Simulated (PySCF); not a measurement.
B(H)(Me)(SH) (CH5BS), SMILES CBS. Atoms are numbered in the order given.

```xyz
8

B     -0.6208    -0.4617     0.0000
H     -1.8158    -0.4816     0.0000
C      0.2223    -1.7718     0.0000
H     -0.0464    -2.3802    -0.8713
H     -0.0464    -2.3802     0.8713
H      1.3041    -1.6274     0.0000
S      0.2033     1.1183     0.0000
H     -0.8772     1.9158     0.0000
```

Geometry: PBE0-D3(BJ)/def2-TZVP. Other conformers were not sampled.

These are B3LYP/pcJ-1 in PySCF values and carry that method's errors.

Isotropic couplings with Fermi-contact, spin-dipole and both spin-orbit terms, one fixed conformer, no vibrational averaging. Isotopes: 11B, 13C, 1H.

```csv
pair,bonds apart,J (Hz)
B1–H2,1,149.6
B1–C3,1,56.9
C3–H4,1,122.1
C3–H5,1,122.1
C3–H6,1,131.5
B1–H4,2,[?]
B1–H5,2,[?]
B1–H6,2,[?]
B1–H8,2,-5.3
H2–C3,2,[?]
H4–H5,2,[?]
H4–H6,2,[?]
H5–H6,2,[?]
H2–H4,3,2.1
H2–H5,3,2.1
H2–H6,3,12.5
H2–H8,3,12.2
C3–H8,3,[?]
H4–H8,4,-0.3
H5–H8,4,-0.3
H6–H8,4,-0.8
```

Problem. Fill in the missing entries. (An estimate is asked for; the answer gives what the named calculation found.)

Solution. 
- B1–H4, J (Hz): -5.1
- B1–H5, J (Hz): -5.1
- B1–H6, J (Hz): -6.7
- H2–C3, J (Hz): 7.0
- H4–H5, J (Hz): -20.7
- H4–H6, J (Hz): -13.5
- H5–H6, J (Hz): -13.5
- C3–H8, J (Hz): 11.5
